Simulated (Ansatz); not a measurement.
Dissociation curve of B2, triplet.

Calculation: Ansatz (an electronic-structure program) with full CI/cc-pVTZ, frozen core.

Task: Relative to R = 1.61 Å, what are the energies at R = 1.31, 1.44, 1.52, 1.70 Å?

Result: 36.5 kcal/mol at 1.31 Å, 9.0 kcal/mol at 1.44 Å, 2.0 kcal/mol at 1.52 Å, 1.9 kcal/mol at 1.70 Å.

The scan ran from 1.21 to 6.53 Å; beyond the distances shown full CI changes its symmetry label. Also computed but left out beside FCI, since their determinant holds another spin at the minimum (<S²> over 0.7 above the pure value): UHF, UMP2, UCCSD, UCCSD(T), UHF/STO-3G.
